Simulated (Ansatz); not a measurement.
Calculated with Ansatz (gas phase, PBE0-D4/def2-TZVP geometries, no zero-point term in ΔE). CCSD(T)/CBS adds triple-zeta CCSD(T) − MP2 to the extrapolated MP2 energy (def2 sets, frozen cores). Functionals use def2-TZVPP. B3LYP here is the variant with VWN-RPA as its local correlation; programs differ in this. For Ge, Se outer-core shells are correlated without core-valence functions, which leaves a few kJ/mol of doubt a bond. Scalar relativity is left out up to krypton. Each species was taken in one conformer, which may not be the lowest.

Consider the redistribution: `C=C[Se][Si](F)(F)F` + `O[CH2][GeH3]` → `F[Si](F)(F)[GeH3]` + `C=C[Se]CO`.

```
          level  ΔE (kJ/mol)  difference from CCSD(T)/CBS
         PBE-D4         29.8                        -18.0
      r2SCAN-D4         39.1                         -8.7
       B3LYP-D4         40.2                         -7.6
            PBE         26.8                        -21.0
           PBE0         36.6                        -11.2
          B3LYP         35.2                        -12.6
 MP2/def2-TZVPP         49.8                          2.0
CCSD/def2-TZVPP         47.6                         -0.2
 MP2/def2-QZVPP         50.9                          3.1
 CCSD/CBS(def2)         49.9                          2.1
    CCSD(T)/CBS         47.8                            0
```

Largest T1 diagnostic among the species: 0.012.

From PBE to PBE0 (25 % exact exchange), in def2-TZVPP and without D4, ΔE moves by +9.9 kJ/mol. The D4 term adds +5.0 kJ/mol with B3LYP and +2.7 kJ/mol with PBE0; it sums over pairs of atoms, weighted by their polarisabilities, and B3LYP, whose exchange is more repulsive, gets the larger term.
